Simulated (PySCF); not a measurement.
SrH and its ions

r²SCAN; Sr def2-TZVP with ECP28, H def2-TZVP; scalar-relativistic core potentials (PySCF 2.14). Neutral (UKS): doublet (σ ↑), Re = 2.140 Å, ωe = 1193 cm⁻¹, De = 2.02 eV, HOMO -3.34 eV, LUMO -1.98 eV.

SrH⁺ (UKS): singlet (closed shell), Re = 2.024 Å, ωe = 1423 cm⁻¹, De = 2.23 eV to Sr⁺ + H. The energies at the minima are -31.26271 hartree for SrH and -31.07088 for SrH⁺.

Work out the adiabatic ionisation energy, without and with harmonic zero-point energies (1 hartree = 27.2114 eV, 1 eV = 8065.5 cm⁻¹), and the change of the bond length.

At r²SCAN: 0.19183 hartree = 5.220 eV between the minima; the zero-point term (1423.0 − 1193.0)/2 cm⁻¹ = +0.014 eV makes it 5.234 eV. Re changes by -11.6 pm against the neutral. The electron leaves a σ orbital; in so polar a molecule the change of length follows mostly from the change of the ionic charges.

For an ion De counts to the pair picked by the measured ionisation energies or electron affinities, which need not be the lowest pair at this level. States were picked by a PBE0 search and need not be the measured ground states.
